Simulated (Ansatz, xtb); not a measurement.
# C5H6SSe: which of two isomers lies lower

Structure I is `SCc1cc[se]c1`, a singlet and structure II is `C[Se]c1cccs1`, a singlet. Both are isolated molecules in the gas phase, relaxed with PBE0-D3(BJ)/def2-SVP; the shapes shown needn't be the lowest conformers.

I (Å):

| atom | x (Å) | y (Å) | z (Å) |
| --- | --- | --- | --- |
| C | -1.1292 | -2.2274 | 0.1119 |
| C | 0.2259 | -1.6980 | -0.2367 |
| C | 1.4039 | -2.5168 | -0.2058 |
| C | 2.5666 | -1.8728 | -0.5137 |
| C | 0.4744 | -0.3944 | -0.5766 |
| S | -1.5179 | -2.1734 | 1.9010 |
| Se | 2.2714 | -0.0826 | -0.8911 |
| H | -0.4569 | -2.9050 | 2.3047 |
| H | -1.9193 | -1.6199 | -0.3523 |
| H | -1.2526 | -3.2576 | -0.2538 |
| H | 1.3714 | -3.5817 | 0.0388 |
| H | 3.5677 | -2.2999 | -0.5601 |
| H | -0.2569 | 0.4102 | -0.6509 |

II (Å):

```xyz
13

C    -1.7508   -1.9739    1.7283
C     0.5088   -2.3563   -0.0500
C     1.5666   -2.8329   -0.7897
C     2.2964   -1.7937   -1.4316
C     1.7909   -0.5487   -1.1730
S     0.4131   -0.6324   -0.1445
Se   -0.7152   -3.4057    0.9343
H    -2.2502   -1.3790    0.9515
H    -2.5088   -2.4581    2.3584
H    -1.1126   -1.3330    2.3515
H     1.8134   -3.8927   -0.8688
H     3.1703   -1.9659   -2.0618
H     2.1502    0.4175   -1.5240
```

Question: Estimate which is lower in electronic energy at CCSD(T)/def2-SVP + ΔMP2/def2-TZVPP, and by roughly how much.

Answer: Not settled: CCSD(T)/def2-SVP + ΔMP2/def2-TZVPP gives E(II) − E(I) = −1.99 kcal/mol, but this leans on the basis-set step: CCSD(T) alone gives +0.72 kcal/mol.

Level by level:

```csv
level,geometry,E(II) − E(I) (kcal/mol),departure from the last row (kcal/mol),"job, with rough time for the two"
GFN2-xTB,GFN2-xTB,−0.81,+1.18,"optimisation, 0.22 s"
HF/STO-3G,GFN2-xTB,−11.38,−9.39,"single point, 0.34 s"
r2SCAN-D4/def2-SVP,GFN2-xTB,−2.25,−0.26,"single point, 1.6 s"
PBE0-D3(BJ)/def2-SVP,PBE0-D3(BJ)/def2-SVP,−1.56,+0.43,"optimisation, 23 s"
HF/def2-SVP,PBE0-D3(BJ)/def2-SVP,+0.96,+2.95,part of the CCSD(T) run
MP2/def2-SVP,PBE0-D3(BJ)/def2-SVP,−0.45,+1.54,part of the CCSD(T) run
CCSD(T)/def2-SVP,PBE0-D3(BJ)/def2-SVP,+0.72,+2.71,single point
CCSD(T)/def2-SVP + ΔMP2/def2-TZVPP,PBE0-D3(BJ)/def2-SVP,−1.99,,"single point, 31 s"
```

As drawn, II has 2 C–Se, 2 C∷S, 1 C–H in place of 1 C–S, 1 C–C, 2 C∷Se, 1 S–H (∷ is an aromatic bond).

HF/def2-SVP, CCSD(T)/def2-SVP put the two in the other order. MP2/def2-SVP finds them nearly level. The largest departure from CCSD(T)/def2-SVP + ΔMP2/def2-TZVPP is that of HF/STO-3G, 9.39 kcal/mol. The last row adds to CCSD(T) the change of the MP2 difference between the two basis sets, here −2.71 kcal/mol.

With thermal terms from frequencies at re-optimised GFN2-xTB minima (ideal gas, soft modes damped towards free rotors, one conformer each, 298.15 K, 1 atm): the zero-point term adds +1.03 kcal/mol; ΔH is −0.76 and ΔG −1.01 kcal/mol.

The correlated steps freeze 19 core orbitals; the filled d shell of Se is correlated, in a basis made for valence electrons. Run with Ansatz 0.2.0, xtb 6.7.1; the last row on 4 threads of AMD EPYC 9R45 96-Core Processor (Zen 5) on a shared host.
